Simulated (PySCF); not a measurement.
C3H11NSi2, SMILES [SiH3][C@@H]1CCN1[SiH3].

Geometry: r2SCAN-D4/def2-SVP. The structure was generated by enumeration; whether it is a known compound was not checked.

Computed with TDA-M06-2X/def2-SVPD in PySCF.

Vertical excitations. Gas-phase values at a fixed geometry.

Task: Estimate the UV-visible absorptions. (The exact figures need the calculation; the answer reports its results.)

Result: 
```
state  energy (eV)  λ (nm)      f                                                              main pairs
-----  -----------  ------  -----  ----------------------------------------------------------------------
S1            5.52     225  0.009                                        HOMO→LUMO 65 %, HOMO→LUMO+1 29 %
S2            6.09     203  0.010    HOMO→LUMO+4 30 %, HOMO→LUMO+1 29 %, HOMO→LUMO 14 %, HOMO→LUMO+2 13 %
S3            6.27     198  0.016    HOMO→LUMO+2 34 %, HOMO→LUMO+1 19 %, HOMO→LUMO 12 %, HOMO→LUMO+4 12 %
S4            6.71     185  0.045                    HOMO→LUMO+5 61 %, HOMO→LUMO+4 13 %, HOMO→LUMO+2 10 %
S5            6.72     185  0.009                                      HOMO→LUMO+3 61 %, HOMO→LUMO+2 15 %
S6            6.99     177  0.062  HOMO→LUMO+5 26 %, HOMO→LUMO+4 20 %, HOMO→LUMO+2 16 %, HOMO→LUMO+3 13 %
T1            5.25     236      0                                        HOMO→LUMO 46 %, HOMO→LUMO+1 42 %
T2            5.93     209      0     HOMO→LUMO 28 %, HOMO→LUMO+4 27 %, HOMO→LUMO+1 21 %, HOMO→LUMO+3 5 %
```
Triplets are in the Tamm–Dancoff approximation.
